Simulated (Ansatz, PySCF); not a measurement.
This triplet is an excited state, 1.96 eV above the relaxed singlet at the level B3LYP/cc-pVTZ // PBE0-D3(BJ)/def2-TZVP (Ansatz, a first-principles code).

Cartesian coordinates (Å):
```xyz
9

C     -1.5230    -0.2379     0.4062
C     -0.9923     0.8013    -0.2498
Ge     0.8755     0.9527    -0.6741
N      1.8792    -0.4863    -0.0816
H     -2.5871    -0.2745     0.6214
H     -0.9203    -1.0732     0.7447
H     -1.6141     1.6281    -0.5798
H      2.3099    -1.0413    -0.8094
H      2.5723    -0.2689     0.6225
```
Charge 0, spin multiplicity 3.

What highest occupied spin orbital, total energy and dipole moment does PBE-D3(BJ)/def2-TZVP // PBE0-D3(BJ)/def2-TZVP run with PySCF 2.14.0 give?


The highest occupied spin orbital is -3.65 eV, the total energy is -2210.4588 Ha and the dipole moment comes out as 1.32 D.
